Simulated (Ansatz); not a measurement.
A nudged elastic band was laid between two geometries of C2H6BNS (11 atoms, charge 0, multiplicity 1).

All numbers below come from RKS PBE-D4/6-31G* in Ansatz 0.2.0.

- movable images: 7
- climbing image: yes
- spring: 5.0 eV/Å²
- optimiser: quadratic models (default)
- start path: through a guess of the saddle point
- force threshold: 0.5 eV/Å
- iteration limit: 60
- end points: relaxed

Initial state:

```xyz
11
Properties=species:S:1:pos:R:3
B -0.202 1.388 0.924
S -1.640 0.395 1.656
C -0.250 -0.347 0.793
C -0.287 -0.502 -0.592
N 0.616 -1.186 -1.325
H 0.760 1.668 1.601
H -0.461 2.061 -0.048
H 0.529 -0.858 1.373
H -1.108 -0.044 -1.152
H 0.667 -1.054 -2.332
H 1.443 -1.578 -0.878
```

Final state:

```xyz
11
Properties=species:S:1:pos:R:3
B -0.281 1.311 0.788
S -1.648 -0.014 1.061
C 0.112 -0.363 0.897
C 0.621 -0.750 -0.354
N -0.143 -0.886 -1.439
H 0.131 1.907 1.753
H -0.245 1.814 -0.310
H 0.708 -0.587 1.787
H 1.693 -0.946 -0.479
H 0.255 -0.897 -2.375
H -1.137 -0.647 -1.309
```

Question: What changes between the two ends?

Answer: No bond is made or broken. The dihedral S2–C3–C4–N5 goes from -171 to -1°.

Question: Give the energies along the band, and the barrier.

Answer: The forces met the threshold. The highest image is number 5 of 0 to 8, 87.4 kJ/mol above the first end and 103.6 kJ/mol above the last; the last end lies 16.2 kJ/mol below the first. The threshold of 0.5 eV/Å is loose, so the images may lie well off the minimum-energy path. The order of the stationary point at the top wasn't checked.

```tsv
image	path coordinate (Å)	energy (kJ/mol)	dihedral S2–C3–C4–N5 (°)
0	0.00	0.0	-171
1	0.82	5.6	-151
2	1.63	16.0	-127
3	2.45	23.3	-107
4	3.26	65.6	-80
5	4.06	87.4	-48
6	4.86	36.5	-25
7	5.66	-2.9	-9
8	6.46	-16.2	-1
```

Question: What is the geometry of the highest image?

Answer: 
```xyz
11
Properties=species:S:1:pos:R:3
B -0.396 1.418 1.064
S -1.538 -0.229 1.171
C 0.195 -0.003 0.665
C 0.503 -0.290 -0.715
N 0.117 -1.384 -1.338
H -0.048 1.856 2.139
H -0.671 2.198 0.179
H 0.964 -0.403 1.349
H 1.050 0.428 -1.351
H 0.293 -1.554 -2.329
H -0.406 -2.095 -0.814
```

Time of the run: 98 s on 1 thread of Intel(R) Xeon(R) 6975P-C (Granite Rapids), with other jobs on the host, peak memory 0.27 GiB.
